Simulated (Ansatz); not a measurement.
One change: `OCCO[SiH3]` becomes `OCO[SiH3]`.

Ansatz, PBE0-D4/def2-TZVP geometries, multiplicity 1. Each molecule was computed in one conformer, which needn't be the lowest.

```tsv
property	`OCCO[SiH3]`
LUMO energy (PBE/def2-TZVPP) / eV	-0.78
HOMO–LUMO gap (PBE0/def2-TZVPP) / eV	7.97
HOMO energy (B3LYP/def2-TZVPP) / eV	-7.64
size of the dipole moment (ωB97M-V/def2-TZVPP) / D	1.68
size of the dipole moment (PBE/def2-TZVPP) / D	1.53
size of the dipole moment (B3LYP/def2-TZVPP) / D	1.69
```

Give the same properties after the change, and the shifts. (Estimate.)

Computed: 
```json
{"property": "LUMO energy (PBE/def2-TZVPP) / eV", "`OCO[SiH3]`": "-0.62", "shift": "0.16"}
{"property": "HOMO–LUMO gap (PBE0/def2-TZVPP) / eV", "`OCO[SiH3]`": "8.42", "shift": "0.45"}
{"property": "HOMO energy (B3LYP/def2-TZVPP) / eV", "`OCO[SiH3]`": "-7.98", "shift": "-0.34"}
{"property": "size of the dipole moment (ωB97M-V/def2-TZVPP) / D", "`OCO[SiH3]`": "1.42", "shift": "-0.26"}
{"property": "size of the dipole moment (PBE/def2-TZVPP) / D", "`OCO[SiH3]`": "1.30", "shift": "-0.23"}
{"property": "size of the dipole moment (B3LYP/def2-TZVPP) / D", "`OCO[SiH3]`": "1.42", "shift": "-0.27"}
```

With PBE0 the HOMO falls by 0.30 eV and the LUMO rises by 0.14 eV, so the gap widens by about 0.44 eV. PBE moves the HOMO by -0.40 eV and ωB97M-V by -0.25 eV. Dipoles are sizes alone; their direction can turn.

B3LYP here is the variant with VWN-RPA as its local correlation; programs differ in this.
